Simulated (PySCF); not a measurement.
Species: C3H10BNO2.
Cartesian coordinates in Å at the PBE0-D3(BJ)/def2-SVP level; atoms count from 1:
```xyz
17
C3H10BNO2 angstrom
B     -2.807    0.242   -0.139
N     -1.275   -0.292    0.060
C     -0.373    0.747    0.530
O      0.908    0.254    0.866
C      1.675   -0.167   -0.161
C      3.037   -0.577    0.298
O      1.262   -0.220   -1.290
H     -2.737    1.161   -0.946
H     -3.433   -0.721   -0.559
H     -3.170    0.605    0.975
H     -0.916   -0.653   -0.828
H     -1.291   -1.067    0.725
H     -0.788    1.184    1.445
H     -0.307    1.511   -0.257
H      3.685   -0.732   -0.572
H      2.959   -1.517    0.866
H      3.461    0.179    0.973
```

Level: PBE0/pcSseg-1 in PySCF, non-relativistic, on one gas-phase PBE0-D3(BJ)/def2-SVP geometry that isn't relaxed in the solvent. The solvent is an IEF-PCM continuum (Bondi radii, 1.10 Å for H, scaled by 1.2). Only the electrostatic response of the medium enters.

```csv
run,E − E(gas) (kcal/mol),HOMO (eV),HOMO–LUMO gap (eV),dipole (D)
gas,0.00,-7.81,7.13,6.49
P,-12.85,-8.28,8.12,7.61
Q,-13.43,-8.30,8.16,7.66
```

Problem. The runs were made in acetone and dimethylsulfoxide. Which run belongs to which solvent?

Solution. P = acetone, Q = dimethylsulfoxide. The dielectric constants are 20.49 (acetone), 46.83 (dimethylsulfoxide), and the energy falls further as ε rises. In this model the ground state sees the solvent through ε alone.

Problem. How constant is the ratio of the lowering to (ε − 1)/(2ε + 1)?

Solution. 
| solvent | (ε − 1)/(2ε + 1) | E − E(gas) (kcal/mol) | ratio (kcal/mol) | polarisation term (kcal/mol) |
| --- | --- | --- | --- | --- |
| acetone | 0.464 | -12.85 | -27.7 | -14.54 |
| dimethylsulfoxide | 0.484 | -13.43 | -27.7 | -15.28 |

The ratio changes by +0.2 % in size from acetone to dimethylsulfoxide. The polarisation term is half the interaction of the solute with the induced surface charges.
